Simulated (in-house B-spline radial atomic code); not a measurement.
Configurations of the gallium ion Ga⁴⁺, with energies counted from [Ar] 3d9. Method: scalar-relativistic (X2C) CAM-B3LYP, spin-polarised, spherical fractional occupations, exact exchange averaged over the configuration, Fermi nucleus of rms radius 3.9973 fm. Calculated with a B-spline radial code for spherical atoms. Shells without spins written out take the highest spin.

Occupations are held fixed; configurations that lie above the ionisation limit could autoionise.

| configuration | E - E(ref) (eV) | highest orbital | its <r> (bohr) |
| --- | --- | --- | --- |
| [Ar] 3d8 4f1 | 65.105 | 4f up | 3.395 |
| [Ne] 3s2 3p5 3d10 | 82.612 | 3d down | 0.7449 |
| [Ne] 3s2 3p5 3d9 4s1 | 108.82 | 4s up | 1.752 |
| [Ne] 3s2 3p5 3d9 4p1 | 120.22 | 4p up | 1.96 |

Problem. Order these further configurations by energy, lowest first.
A. [Ne] 3s2 3p5 3d9 4d1
B. [Ar] 3d8 4d1
C. [Ne] 3s2 3p5 3d9 4f1
D. [Ar] 3d8 4p1
E. [Ar] 3d8 4s1

Solution. E (26.06 eV), D (37.438 eV), B (53.563 eV), A (136.41 eV), C (147.99 eV).
